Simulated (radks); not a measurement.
Q: Ionisation of neutral lanthanum, [Xe] 5d1 6s2, to [Xe] 5d2 as the strength of local exchange is varied. Method: Dirac Kohn-Sham, Slater X-alpha exchange (alpha = 2/3 is LDA exchange), no correlation, spin-unpolarised, spherical densities, finite nucleus; open shells fill j = l - 1/2 first; Fermi nuclear charge, rms radius 4.855 fm; computed with a radial shooting solver on a logarithmic mesh with Libxc functionals.

alpha  E(La) (hartree)  exchange (hartree)  IE (eV)  -e of the level emptied (eV)  <r> of it (bohr)
0.566       -8456.3110           -162.3436    5.493                 2.598 (6s1/2)             4.641
0.667       -8485.3272           -191.9308    5.599                 3.000 (6s1/2)             4.503
0.737       -8505.4923           -212.5461    5.657                 3.296 (6s1/2)             4.412
0.826       -8531.1956           -238.8861    5.713                 3.691 (6s1/2)             4.301
x           -8579.0395           -288.1006    5.762                 4.476 (6s1/2)             4.111

Which alpha was used in the last row?

A: alpha = 0.991. NIST Atomic Spectra Database: 5.577 eV (measured). The Delta-SCF value meets it near alpha = 0.65. Spin polarisation and multiplet splitting are left out, so open shells lie too high by an amount that depends on their filling.

Beside tabulated values, note that spin-unpolarised runs miss the spin-polarisation part of the exchange energy of open shells.
